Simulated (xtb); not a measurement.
HB2O2, charge +1, singlet, at a GFN2-xTB geometry, atoms displaced at random by about 0.06 Å a coordinate; GFN2-xTB run with xtb.

xtb was given this input:
```
$ xtb mol.xyz --gfn 2 --chrg 1 --uhf 0 --ohess --json

# file mol.xyz
5

O      0.13206050    -0.04289347    -2.18139258
B      0.08962586    -0.16012627    -0.90813707
B      0.03985344    -0.04034015     0.81381179
O     -0.07274196     0.05154597     1.77791637
H      0.09448272    -0.00098739     2.86589914
```

What the program printed (banner, timings and long lists left out):

```
   ID    Z sym.   atoms
    1    8 O      1, 4
    2    5 B      2, 3
    3    1 H      5

           -------------------------------------------------
          |                Calculation Setup                |
           -------------------------------------------------

           -------------------------------------------------
          |                 G F N 2 - x T B                 |
           -------------------------------------------------

          ...................................................
          :                      SETUP                      :
          :.................................................:
          :  # basis functions                  17          :
          :  # atomic orbitals                  17          :
          :  # shells                            9          :
          :  # electrons                        18          :
          :  max. iterations                   250          :
          :  Hamiltonian                  GFN2-xTB          :
          :  restarted?                      false          :
          :  GBSA solvation                  false          :
          :  PC potential                    false          :
          :  electronic temp.          300.0000000     K    :
          :  accuracy                    1.0000000          :
          :  -> integral cutoff          0.2500000E+02      :
          :  -> integral neglect         0.1000000E-07      :
          :  -> SCF convergence          0.1000000E-05 Eh   :
          :  -> wf. convergence          0.1000000E-03 e    :
          :  Broyden damping             0.4000000          :
          :  net charge                          1          :
          :  unpaired electrons                  0          :
          ...................................................

 iter      E             dE          RMSdq      gap      omega  full diag
   1    -10.7908671 -0.107909E+02  0.168E+01    5.23       0.0  T
   2    -10.8021359 -0.112688E-01  0.968E+00    6.01       1.0  T
   3    -10.4709258  0.331210E+00  0.894E+00    4.85       1.0  T
   4    -10.8600331 -0.389107E+00  0.143E+00    5.98       1.0  T
   5    -10.8619520 -0.191896E-02  0.515E-01    6.02       1.0  T
   6    -10.8620647 -0.112722E-03  0.370E-01    6.04       1.0  T
   7    -10.8622476 -0.182897E-03  0.130E-01    6.07       1.0  T
   8    -10.8623095 -0.618876E-04  0.320E-02    6.04       1.4  T
   9    -10.8623128 -0.330737E-05  0.175E-02    6.05       2.5  T
[...]
 * total energy  :   -10.7018265 Eh     change       -0.1770235E+00 Eh
 * total energy  :   -10.7065952 Eh     change       -0.4768711E-02 Eh
 * total energy  :   -10.7070422 Eh     change       -0.4469693E-03 Eh
 * total energy  :   -10.7101463 Eh     change       -0.3104072E-02 Eh
 * total energy  :   -10.7105702 Eh     change       -0.4239220E-03 Eh
 * total energy  :   -10.7109748 Eh     change       -0.4046126E-03 Eh
 * total energy  :   -10.7112568 Eh     change       -0.2819631E-03 Eh
 * total energy  :   -10.7116957 Eh     change       -0.4389608E-03 Eh
 * total energy  :   -10.7117998 Eh     change       -0.1040934E-03 Eh
 * total energy  :   -10.7118161 Eh     change       -0.1629364E-04 Eh
 * total energy  :   -10.7118257 Eh     change       -0.9569519E-05 Eh
 * total energy  :   -10.7118292 Eh     change       -0.3469912E-05 Eh
   *** GEOMETRY OPTIMIZATION CONVERGED AFTER 13 ITERATIONS ***
         :: total energy             -10.711829158902 Eh    ::
[...]
          :  scaling factor                  1.0000000      :
          :  rotor cutoff                   50.0000000 cm⁻¹ :
          :  imag. cutoff                  -20.0000000 cm⁻¹ :
          :.................................................:

    mode    ω/cm⁻¹     T·S(HO)/kcal·mol⁻¹    T·S(FR)/kcal·mol⁻¹   T·S(vib)
   ------------------------------------------------------------------------
       1    165.26    -0.74202 ( 99.17%)    -0.70210 (  0.83%)    -0.74169
   ------------------------------------------------------------------------

   temp. (K)  partition function   enthalpy   heat capacity  entropy
                                   cal/mol     cal/K/mol   cal/K/mol   J/K/mol
 298.15  VIB   2.57                  938.975      7.191      5.025
         ROT   963.                  888.752      2.981     16.633
         INT  0.248E+04             1827.727     10.172     21.658
         TR   0.391E+27             1481.254      4.968     37.899
         TOT                        3308.9811    15.1398    59.5564   249.1841

       T/K    H(0)-H(T)+PV         H(T)/Eh          T*S/Eh         G(T)/Eh
   ------------------------------------------------------------------------
    298.15    0.527320E-02    0.297042E-01    0.282972E-01    0.140699E-02
   ------------------------------------------------------------------------

         :::::::::::::::::::::::::::::::::::::::::::::::::::::
         ::                  THERMODYNAMIC                  ::
         :::::::::::::::::::::::::::::::::::::::::::::::::::::
         :: total free energy         -10.710422164733 Eh   ::
         ::.................................................::
         :: total energy              -10.711829158919 Eh   ::
         :: zero point energy           0.024430977908 Eh   ::
         :: G(RRHO) w/o ZPVE           -0.023023983723 Eh   ::
         :: G(RRHO) contrib.            0.001406994185 Eh   ::
         :::::::::::::::::::::::::::::::::::::::::::::::::::::

optimized geometry written to: xtbopt.xyz

           -------------------------------------------------
          | TOTAL ENERGY              -10.711829158919 Eh   |
          | TOTAL ENTHALPY            -10.682124983990 Eh   |
          | TOTAL FREE ENERGY         -10.710422164733 Eh   |
          | GRADIENT NORM               0.001117990430 Eh/α |
          | HOMO-LUMO GAP               5.028279939458 eV   |
           -------------------------------------------------

normal termination of xtb
```
